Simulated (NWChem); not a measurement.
System meant: WHOF$_{4}$, doublet; SMILES [OH][W]([F])([F])([F])[F]

The following NWChem deck was run.

```
start job
memory heap 200 mb stack 900 mb global 1100 mb
geometry units angstroms noautoz
  W      0.003207     0.248209     0.031823
  F      0.238034    -1.352015     1.034020
  F     -0.060214     1.221308     1.589280
  F     -0.253402     1.834920    -0.951155
  F     -1.231070    -0.595254    -1.036655
  O      1.745392    -0.076400    -0.518362
  H      2.133065    -0.883386    -0.131723
end
basis spherical
  W library def2-svp
  F library def2-svp
  O library def2-svp
  H library def2-svp
end
dft
  odft
  mult 2
  xc pbe0
  iterations 150
  mulliken
end
task dft energy
```

End of the output:

```
          Convergence Information
          -----------------------
          Convergence aids based upon iterative change in
          total energy or number of iterations.
          Levelshifting, if invoked, occurs when the
          HOMO/LUMO gap drops below (HL_TOL):  1.00D-02
          DIIS, if invoked, will attempt to extrapolate
          using up to (NFOCK): 10 stored Fock matrices.

                    Damping( 0%)  Levelshifting(0.5)       DIIS
                  --------------- ------------------- ---------------
          dE  on:    start            ASAP                start
          dE off:    2 iters        150 iters           150 iters

      Screening Tolerance Information
      -------------------------------
          Density screening/tol_rho:  1.00D-10
          AO Gaussian exp screening on grid/accAOfunc:  14
          CD Gaussian exp screening on grid/accCDfunc:  20
          XC Gaussian exp screening on grid/accXCfunc:  20
          Schwarz screening/accCoul:  1.00D-08

      Superposition of Atomic Density Guess
      -------------------------------------

      charge =      74.0 W (Tungsten)

      symmetry species            s     p     d     f
      number of basis functions = 7     6     5     1
      number of cont. functions = 6     3     2     1
      number of closed shells   = 6     4     2     1
      number of open shells     = 0     0     1     0
      open shell occupation     = 0     0     4     0
 ------------------------------------------------------------------------
 atomscf:atomd: error in atom scf                   0
 ------------------------------------------------------------------------
 ------------------------------------------------------------------------
  current input line :
    25: task dft energy
 ------------------------------------------------------------------------
 ------------------------------------------------------------------------
 This error has not yet been assigned to a category
 ------------------------------------------------------------------------
 For more information see the NWChem manual at https://nwchemgit.github.io

0:atomscf:atomd: error in atom scf:Received an Error in Communication
```

Question: Can this run be used? If not, why, and what is the fix?

Answer: The run crashed. Cause: the def2 basis of a heavy element holds valence functions alone and wants its effective core potential (without it all electrons must fit into that basis). This input runs:
```
start job
memory heap 200 mb stack 900 mb global 1100 mb
geometry units angstroms noautoz
  W      0.003207     0.248209     0.031823
  F      0.238034    -1.352015     1.034020
  F     -0.060214     1.221308     1.589280
  F     -0.253402     1.834920    -0.951155
  F     -1.231070    -0.595254    -1.036655
  O      1.745392    -0.076400    -0.518362
  H      2.133065    -0.883386    -0.131723
end
basis spherical
  W library def2-svp
  F library def2-svp
  O library def2-svp
  H library def2-svp
end
ecp
  W library def2-ecp
end
dft
  odft
  mult 2
  xc pbe0
  iterations 150
  mulliken
end
task dft energy
```
It converges to -541.65860 Ha (PBE0/def2-SVP with def2 effective core potentials on W, spin-unrestricted).
